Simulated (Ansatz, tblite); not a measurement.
Cost and result up the ladder for `C[Si](C)(C)C#Cc1ccc(-c2ccc(-c3ccc(-c4ccc(-c5ccc(-c6ccc(C#C[Si](C)(C)C)s6)s5)s4)s3)s2)s1` (72 atoms). Total charge 0; singlet. Geometry: PBE-D4/def2-SVP.

Cartesian coordinates in Å:
```
C 2.396 -11.018 -11.196
Si 1.637 -11.638 -9.579
C 2.712 -13.001 -8.828
C -0.122 -12.264 -9.870
C 1.563 -10.229 -8.386
C 1.530 -9.282 -7.588
C 1.484 -8.208 -6.682
C 2.539 -7.478 -6.124
C 2.112 -6.459 -5.244
C 0.722 -6.384 -5.106
C -0.059 -5.480 -4.299
C -1.444 -5.430 -4.115
C -1.863 -4.397 -3.248
C -0.808 -3.631 -2.743
C -0.871 -2.510 -1.841
C -1.963 -2.064 -1.089
C -1.681 -0.919 -0.312
C -0.367 -0.459 -0.446
C 0.270 0.671 0.176
C 1.566 1.165 -0.001
C 1.847 2.310 0.775
C 0.772 2.726 1.567
C 0.705 3.852 2.462
C 1.602 4.918 2.581
C 1.230 5.858 3.567
C 0.039 5.540 4.226
C -0.645 6.257 5.272
C -1.802 5.896 5.971
C -2.195 6.845 6.941
C -1.348 7.956 7.007
C -1.428 9.084 7.842
C -1.492 10.082 8.573
Si -1.613 11.564 9.669
C -3.416 11.747 10.209
C -1.053 13.082 8.690
C -0.497 11.304 11.174
S -0.046 7.802 5.833
S -0.612 4.035 3.604
S -0.604 1.666 1.326
S 0.518 -1.476 -1.568
S 0.722 -4.221 -3.362
S -0.058 -7.600 -6.092
H 2.463 -11.842 -11.936
H 1.783 -10.206 -11.637
H 3.418 -10.622 -11.028
H 2.281 -13.368 -7.875
H 3.736 -12.628 -8.620
H 2.794 -13.861 -9.525
H -0.585 -12.606 -8.922
H -0.763 -11.467 -10.297
H -0.117 -13.119 -10.578
H 3.587 -7.698 -6.362
H 2.796 -5.786 -4.707
H -2.130 -6.131 -4.610
H -2.913 -4.193 -3.001
H -2.936 -2.572 -1.099
H -2.414 -0.426 0.342
H 2.288 0.694 -0.683
H 2.817 2.825 0.778
H 2.495 5.013 1.949
H 1.809 6.763 3.800
H -2.340 4.958 5.778
H -3.072 6.744 7.593
H -3.760 10.846 10.756
H -4.080 11.891 9.333
H -3.534 12.623 10.880
H -1.119 13.995 9.318
H -0.003 12.972 8.352
H -1.687 13.233 7.794
H -0.553 12.177 11.856
H -0.801 10.402 11.742
H 0.560 11.173 10.866
```

Ansatz on 4 threads of AMD EPYC 7R13 on a shared host and a share (37 GiB) of an NVIDIA H100 80GB HBM3; xTB runs through tblite on one thread. Times are rough, summed over both states, and most runs start from the orbitals of an earlier one. PBE0-D4/def2-SVP serves as the yardstick here, not as an exact answer. The other state is a triplet.

The xTB rows come from tblite. Single mean-field runs in def2-SVP are fitted with def2-universal-jkfit.

xTB has no spin-polarisation term.

```tsv
level	functions	wall time
GFN2-xTB	238	0.89 s
GFN1-xTB	268	0.95 s
PBE-D4/def2-SVP	770	14 s
PBE0-D4/def2-SVP	770	24 s
```

Q: Estimate what each level gives for the vertical triplet (eV).

A: 
```
           level  vertical triplet (eV)  difference from PBE0-D4/def2-SVP (eV)
        GFN2-xTB                   1.38                                  -0.23
        GFN1-xTB                   1.41                                  -0.20
 PBE-D4/def2-SVP                   1.34                                  -0.27
PBE0-D4/def2-SVP                   1.61                                   0.00
```
